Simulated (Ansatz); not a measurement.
Ansatz (a first-principles code) input file for BH, SMILES [BH] (connectivity only; charge and spin as stated), charge +1, multiplicity 2, PBE0-D3(BJ)/def2-TZVPD. 

Ansatz 0.2 input:
```yaml
crystal:
  periodic: [false, false, false]
  atoms:
    - {symbol: B, position_ang: [0.00000000, 0.00000000, -0.19905424]}
    - {symbol: H, position_ang: [0.00000000, 0.00000000, 0.99527118]}
basis:
  gaussian:
    orbitals: def2-TZVPD
hamiltonian:
  xc: pbe0
  dispersion: d3bj
total_charge: 1
magnetization: {spin_polarized: true, initial_magnetization: 1}
relax: {f_tol: 0.002, max_steps: 200}
```

Output:

```
WARN ansatz: RAYON_NUM_THREADS=1 ignored (pool sized by the plan → 1); use --threads N
Functional definition: PBE0
integrals: 0.00 GiB planned
216 factors; their error is unknown
mean field: 0.08 GiB planned
mean field evaluation 1: about -677.1359 eV, gradient 7.0e0 eV
mean field evaluation 2: about -677.4905 eV, gradient 1.6e0 eV
mean field evaluation 4: about -677.5119 eV, gradient 5.9e-2 eV
mean field evaluation 8: about -677.5052 eV, gradient 5.8e-4 eV
mean field -677.50521546 eV, -24.8978574388 hartree, gradient 8.8e-6 eV, S^2 0.752053; 0 other end points of the search recorded, 0 dependent functions left out
the calculation of the forces begins
reference -677.50524113 eV, -24.8978583821 hartree; 3, 2 occupied and 43, 44 virtual orbitals, 216 factors
relax step   1: F+E_penalty+E_count = -677.51169228 eV  Δ(F+E_penalty+E_count) = +0.000e0 eV  max|allowed force component| = 3.215e-1 eV/Å  Δτ_max = 0.0000 Å  (24 SCF iters, accepted)
these checks for a lower state are left out or cut short: starts, cluster_reference, orbital_swaps, neighbouring_geometries, increment
integrals: 0.00 GiB planned
216 factors; their error is unknown
mean field: 0.08 GiB planned
mean field evaluation 16: about -677.5072 eV, gradient 9.1e-2 eV
mean field -677.50723330 eV, -24.8979315928 hartree, gradient 1.0e-5 eV, S^2 0.752175; 0 other end points of the search recorded, 0 dependent functions left out
the calculation of the forces begins
reference -677.50725895 eV, -24.8979325355 hartree; 3, 2 occupied and 43, 44 virtual orbitals, 216 factors
relax step   2: F+E_penalty+E_count = -677.51371483 eV  Δ(F+E_penalty+E_count) = -2.023e-3 eV  max|allowed force component| = 1.010e-1 eV/Å  Δτ_max = 0.0048 Å  (29 SCF iters, accepted)
these checks for a lower state are left out or cut short: starts, cluster_reference, orbital_swaps, neighbouring_geometries, increment
integrals: 0.00 GiB planned
216 factors; their error is unknown
mean field: 0.08 GiB planned
mean field -677.50746081 eV, -24.8979399537 hartree, gradient 2.3e-5 eV, S^2 0.752234; 0 other end points of the search recorded, 0 dependent functions left out
the calculation of the forces begins
reference -677.50748645 eV, -24.8979408961 hartree; 3, 2 occupied and 43, 44 virtual orbitals, 216 factors
relax step   3: F+E_penalty+E_count = -677.51394481 eV  Δ(F+E_penalty+E_count) = -2.300e-4 eV  max|allowed force component| = 2.136e-3 eV/Å  Δτ_max = 0.0022 Å  (21 SCF iters, accepted)
these checks for a lower state are left out or cut short: starts, cluster_reference, orbital_swaps, neighbouring_geometries, increment
integrals: 0.00 GiB planned
216 factors; their error is unknown
mean field: 0.08 GiB planned
mean field evaluation 32: about -677.5075 eV, gradient 6.0e-6 eV
mean field -677.50746086 eV, -24.8979399555 hartree, gradient 6.0e-6 eV, S^2 0.752236; 0 other end points of the search recorded, 0 dependent functions left out
the calculation of the forces begins
reference -677.50748650 eV, -24.8979408979 hartree; 3, 2 occupied and 43, 44 virtual orbitals, 216 factors
relax step   4: F+E_penalty+E_count = -677.51394491 eV  Δ(F+E_penalty+E_count) = -1.051e-7 eV  max|allowed force component| = 1.503e-5 eV/Å  Δτ_max = 0.0000 Å  (18 SCF iters, accepted)
integrals: 0.00 GiB planned
216 factors; their error is unknown
mean field: 0.08 GiB planned
mean field -677.50746086 eV, -24.8979399555 hartree, gradient 9.3e-6 eV, S^2 0.752236; 1 other end points of the search recorded, 0 dependent functions left out
the calculation of the forces begins
reference -677.50748650 eV, -24.8979408979 hartree; 3, 2 occupied and 43, 44 virtual orbitals, 216 factors
Total energy: -677.51397055 eV, -24.8981791824 hartree
Atom 0 at    -0.000000     0.000000    -0.206152 Å, force    -0.000000    -0.000000    -0.000015 eV/Å
Atom 1 at     0.000000    -0.000000     1.002369 Å, force     0.000000     0.000000     0.000015 eV/Å
Dipole moment:    -0.000000    -0.000000    -0.020081 e Å
```

The run converged.

Cost: roughly 1.7 core-seconds.
